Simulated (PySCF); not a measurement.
1-ethynyl-1-methylcyclopropane (C6H8), SMILES C#CC1(C)CC1.

The structure is a stationary point at ωB97X-D3(BJ)/def2-SVP.

Two levels are set side by side: PBE/def2-TZVP (PySCF) and PBE0/def2-TZVP (PySCF). Same geometry, gas phase. Differences are taken from unrounded values.

```csv
quantity,PBE0
orbital gap (eV),8.26
highest occupied level (eV),-7.12
lowest empty level (eV),1.14
dipole moment (D),0.88
mean polarisability (bohr³),67.8
```

### Question
What does PBE give, and how far is it from PBE0? (The exact figures need the calculation; the answer reports its results.)

### Answer

| quantity | PBE | PBE minus PBE0 |
|---|---|---|
| orbital gap (eV) | 6.08 | -2.19 |
| highest occupied level (eV) | -5.97 | 1.15 |
| lowest empty level (eV) | 0.11 | -1.03 |
| dipole moment (D) | 0.91 | 0.03 |
| mean polarisability (bohr³) | 69.8 | 2.0 |

PBE's occupied levels lie high since its potential decays too fast outside the molecule; exact exchange lowers them and widens the gap. Differences between two approximate levels are no errors against the true value.

Rough cost on one machine, each run with all the roots and properties that it gave: PBE0 against PBE within a factor of 2.
